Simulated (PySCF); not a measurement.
Lowest triplet excitation (TDA) (eV) of eight silicon and germanium compounds: TDDFT-PBE beside TDDFT-M06-2X, computed with PySCF for isolated molecules in the bases named; differences from unrounded values. The eight are the first of their class met in an unordered collection, after screening for sound electronic states; none was chosen by its value. Each molecule has one DFT geometry for both levels.

```
molecule                                     basis  TDDFT-M06-2X  TDDFT-PBE  difference
---------------------------------------  ---------  ------------  ---------  ----------
C3H4O2Si, SMILES O=C1C=C[SiH2]O1         def2-SVPD          4.26       3.46       -0.79
ClFH₃NOSi, SMILES Cl[Si@@](N)(F)O        def2-SVPD          6.90       5.81       -1.09
AsF₃H₂Si, SMILES F[Si](F)(F)[AsH2]       def2-SVPD          5.92        [?]         [?]
C₂H₆N₂OSi, SMILES C[Si@@H](N)N=C=O       def2-SVPD          6.52        [?]         [?]
C3H7NSi2, SMILES [SiH3]C1=C[SiH2]N=C1    def2-SVPD          3.23       2.66       -0.57
FH5O2Si2, SMILES F[Si](O)(O)[SiH3]       def2-SVPD          6.69       6.08       -0.61
CH4F2OSSi, SMILES CO[Si](F)(F)S          def2-SVPD          6.00       5.66       -0.35
C₂H₄Cl₂Si₂, SMILES [SiH3]C#C[SiH](Cl)Cl  def2-SVPD          4.62        [?]         [?]
```

**Question.** Fill in the missing entries. (Estimate from the structure and the level; the computed values follow.)

**Answer.** 
- C₂H₆N₂OSi, SMILES C[Si@@H](N)N=C=O, TDDFT-PBE: 5.70
- C₂H₆N₂OSi, SMILES C[Si@@H](N)N=C=O, difference: -0.82
- C₂H₄Cl₂Si₂, SMILES [SiH3]C#C[SiH](Cl)Cl, TDDFT-PBE: 4.38
- C₂H₄Cl₂Si₂, SMILES [SiH3]C#C[SiH](Cl)Cl, difference: -0.23
- AsF₃H₂Si, SMILES F[Si](F)(F)[AsH2], TDDFT-PBE: 5.64
- AsF₃H₂Si, SMILES F[Si](F)(F)[AsH2], difference: -0.27

TDDFT-PBE lies below TDDFT-M06-2X in 8 and above it in 0 of the eight; the mean signed difference is -0.59 and the largest -1.09 eV.
